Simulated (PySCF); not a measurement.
Precursor series Mo Cl-F. All species are isolated molecules in the gas phase.

Quantity: redistribution energy (mixed species minus the weighted end members), in eV.

A: 3 of 6 Cl replaced by F: [Mo(Cl)3(F)3]
B: 4 of 6 Cl replaced by F: [Mo(Cl)2(F)4]
C: 2 of 6 Cl replaced by F: [Mo(Cl)4(F)2]

Q: Put the candidates in order of redistribution energy (mixed species minus the weighted end members), lowest first, for B3LYP/6-311+G** (LANL2DZ on Mo) // TPSS-D3(BJ)/def2-SVP (PySCF).

A: B (-0.051 eV), C (-0.013 eV), A (0.006 eV)
